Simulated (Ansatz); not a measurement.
Species: C$_{4}$H$_{8}$N, charge 0, multiplicity 2. It need not be the lowest isomer of its formula. SMILES: C1CC[C]1N
Coordinates optimised at B3LYP-D3(BJ)/def2-TZVP (Ansatz, a quantum-chemistry and plane-wave program):
```
C
N 1 1.3923
H 2 1.0111 1 114.46
H 2 1.0111 3 110.72 1 -131.17
C 1 1.5044 2 126.17 3 179.96
H 5 1.0938 1 118.04 2 87.67
H 5 1.0997 6 107.84 1 130.06
C 1 1.5044 2 126.17 3 50.70
H 8 1.0938 1 118.04 2 -87.67
H 8 1.0997 9 107.84 1 -130.06
C 5 1.5583 6 116.87 7 127.96
H 11 1.0885 5 115.76 6 -109.68
H 11 1.0887 12 109.01 5 -128.57
```
Charge 0, spin multiplicity 2.

Computed values are from Ansatz. Correlated levels leave the core frozen unless marked. UHF or UKS for open shells. No spin-orbit coupling. Non-relativistic. Basis-set limits of correlation are two-point, X^-3; Hartree-Fock from the larger set. The bracket is a focal-point correction in the basis named.

- atomisation energy De = 5094.2 kJ/mol at RI-MP2/CBS(cc-pVTZ,cc-pVQZ)+[CCSD(T)-MP2]/cc-pVTZ
- total energy = -211.6367 Eh at RI-MP2/CBS(cc-pVTZ,cc-pVQZ)+[CCSD(T)-MP2]/cc-pVTZ
- dipole moment = 0.92 D at CCSD(T)/aug-cc-pVDZ
- T1 diagnostic = 0.013 at CCSD/cc-pVTZ
